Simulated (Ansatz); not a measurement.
C2H4BrCl, SMILES C[C@H](Br)Cl.

The structure is a stationary point at B3LYP-D3(BJ)/def2-SVP.

Two levels are set side by side: PBE/def2-SVPD (Ansatz, a quantum-chemistry and plane-wave program) and CAM-B3LYP/def2-SVPD (Ansatz). Energy differences of separate SCF runs at the same geometry; the states with an electron removed or added have multiplicity 2 and 2. Differences are taken from unrounded values.

```tsv
quantity	CAM-B3LYP
vertical ionisation energy (eV)	10.69
vertical singlet–triplet gap (eV)	5.32
```

Question: What does PBE give, and how far is it from CAM-B3LYP? (An estimate is asked for; the answer gives what the named calculation found.)

Answer: 
```json
[
 {"quantity": "vertical ionisation energy (eV)", "PBE": "10.17", "PBE minus CAM-B3LYP": "-0.53"},
 {"quantity": "vertical singlet–triplet gap (eV)", "PBE": "5.01", "PBE minus CAM-B3LYP": "-0.31"}
]
```
